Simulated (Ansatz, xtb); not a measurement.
**Cl2SiSn: which of two structures lies lower**

Structure a is a triplet given by its coordinates and structure b is a triplet given by its coordinates. Both are isolated molecules in the gas phase, relaxed with r2SCAN-D4/def2-SVP.

a (Å):

| atom | x (Å) | y (Å) | z (Å) |
| --- | --- | --- | --- |
| Cl | -1.9835 | -1.0356 | 1.3727 |
| Cl | -1.0105 | 1.9081 | 0.2725 |
| Si | -0.4304 | 0.3387 | 1.5050 |
| Sn | 1.7120 | 0.1430 | 2.8759 |

Close contacts (Å): Cl1–Si3 2.08, Cl2–Si3 2.08, Si3–Sn4 2.55.

b (Å):

```xyz
4

Cl   -2.7161   -0.6060    0.2495
Cl    1.7682    1.3633    2.9682
Si   -1.6268    0.1636    1.8742
Sn    0.8257    0.5065    0.9333
```

Close contacts (Å): Cl1–Si3 2.10, Cl2–Sn4 2.40, Si3–Sn4 2.65.

Problem. Estimate E(b) − E(a) at the level CCSD(T)/def2-TZVP.

Solution. Calculated at CCSD(T)/def2-TZVP: E(b) − E(a) = +0.334 eV, so structure a lies lower.

Level by level:

| level | geometry | E(b) − E(a) (eV) | departure from the last row (eV) | job, with rough time for the two |
| --- | --- | --- | --- | --- |
| r2SCAN-D4/def2-SVP | r2SCAN-D4/def2-SVP | +0.274 | −0.060 | optimisation, 75 s |
| HF/def2-TZVP | r2SCAN-D4/def2-SVP | +0.398 | +0.064 | part of the CCSD(T) run |
| MP2/def2-TZVP | r2SCAN-D4/def2-SVP | +0.459 | +0.125 | part of the CCSD(T) run |
| CCSD(T)/def2-TZVP | r2SCAN-D4/def2-SVP | +0.334 |  | single point, 6.8 min |

None of the levels shown reverses the order. The largest departure from CCSD(T)/def2-TZVP is that of MP2/def2-TZVP, 0.125 eV. Levels run at GFN2-xTB geometries aren't shown. The triplet state of b needn't be its ground state.

With harmonic frequencies from r2SCAN-D4/def2-SVP (ideal gas, rigid rotor, one conformer each, 298.15 K, 1 atm): on the last row, ΔE + ΔZPE = +0.314 eV. A mode under 50 cm⁻¹ makes harmonic enthalpies and free energies unreliable, so none is given.

Open shells are spin-unrestricted. The correlated steps freeze 19 core orbitals; the filled d shell of Sn is correlated, in a basis made for valence electrons. Atoms past krypton carry core potentials in the def2 sets and no spin–orbit term is included. Codes used: Ansatz 0.2.0; the last row on 2 threads of Arm Neoverse V1 on a shared host.
